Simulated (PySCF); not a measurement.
Bi(OMe)2(TeH), SMILES C[O][Bi]([TeH])[O]C, singlet (B3LYP/def2-SVP optimised geometry):

```
13

Bi    -1.631    -1.406     0.000
O     -1.879    -1.350    -2.106
C     -1.446    -2.441    -2.882
H     -2.005    -3.378    -2.676
H     -1.612    -2.193    -3.946
H     -0.367    -2.663    -2.759
O      0.479    -1.406     0.000
C      1.262    -0.485    -0.721
H      1.116     0.557    -0.376
H      2.325    -0.745    -0.572
H      1.055    -0.505    -1.809
Te    -2.325     1.406     0.000
H     -2.422     1.390     1.674
```

Computed with PySCF with B3LYP/def2-TZVP, def2 effective core potentials past Kr.

What are the frontier orbital energies and the dipole moment?

HOMO-2 -7.31 eV, HOMO-1 -7.06 eV, HOMO -6.26 eV, LUMO -2.09 eV, LUMO+1 -1.43 eV; dipole moment 1.96 D.

On the same geometry PBE/def2-TZVP, def2 effective core potentials past Kr in PySCF gives HOMO-2 -6.06 eV, HOMO-1 -5.99 eV, HOMO -5.45 eV, LUMO -2.49 eV, LUMO+1 -1.93 eV; dipole moment 1.81 D.
